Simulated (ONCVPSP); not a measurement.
antimony (Sb), ONCV: configuration errors across variants

antimony, optimised norm-conserving Vanderbilt (ONCV), made with ONCVPSP 4.0.1 (PBE, scalar-relativistic). Core [Kr], reference 4d10 5s2 5p3. Waves: 5s: rc 2.00 bohr, ncon 4, nbas 7, qcut 3 1/bohr, 2 projectors, debl 0.7 Ha; 5p: rc 2.05 bohr, ncon 4, nbas 8, qcut 3.5 1/bohr, 2 projectors, debl 3 Ha; 4d: rc 1.45 bohr, ncon 4, nbas 8, qcut 9.1 1/bohr, 3 projectors, debl 1.9 Ha. Local part: polynomial inside 1.30 bohr (lpopt 5, dvloc0 3 Ha). Core correction: none.

All-electron excitation energies from the reference (eV): (1) 4d10 5s2 5p2 8.317; (2) 4d10 5s2 5p1 24.286; (3) 4d10 5s2 5p0 48.699; (4) 4d10 5s1 5p0 92.993.

1 further variants failed, have other tests or too few solved ones, and are left out.

A true bound ghost makes a file unfit for plane-wave use even where its test errors are small: the radial tests pick states by their node count and pass the ghost by.

Errors AE − PS in meV (a dash: test not solved or not reliable):

```tsv
change	(1)	(2)	(3)	(4)	bound ghosts	GHOST(+) flags above zero
base	-2.9	-7.7	-6.2	+50	s	p
all radii scaled by about 0.85 (s 1.70, p 1.76, d 1.24 bohr); local potential polynomial inside 1.12 bohr (lpopt 5, dvloc0 3 Ha)	-1.5	-3.1	+0.2	+51	s, d	s, p
all radii scaled by about 0.96 (s 1.92, p 1.98, d 1.40 bohr); local potential polynomial inside 1.26 bohr (lpopt 5, dvloc0 3 Ha)	-1.8	-4.0	+0.7	+58	s	p
all radii scaled by about 1.05 (s 2.10, p 2.16, d 1.52 bohr); local potential polynomial inside 1.36 bohr (lpopt 5, dvloc0 3 Ha)	-1.9	-4.1	+1.1	+54	none	s, p
all radii scaled by about 1.11 (s 2.22, p 2.28, d 1.62 bohr); local potential polynomial inside 1.44 bohr (lpopt 5, dvloc0 3 Ha)	-2.0	-4.8	-1.2	+39	none	s
all radii scaled by about 1.31 (s 2.60, p 2.68, d 1.90 bohr); local potential polynomial inside 1.70 bohr (lpopt 5, dvloc0 3 Ha)	-2.7	-11	-25	-82	none	s
```

(1) Give the same row for: all radii scaled by about 1.22 (s 2.44, p 2.50, d 1.78 bohr); local potential polynomial inside 1.58 bohr (lpopt 5, dvloc0 3 Ha).

## Answers

(1) -2.4, -7.6, -12, -16; bound ghosts: none; GHOST(+) flags above zero: s.
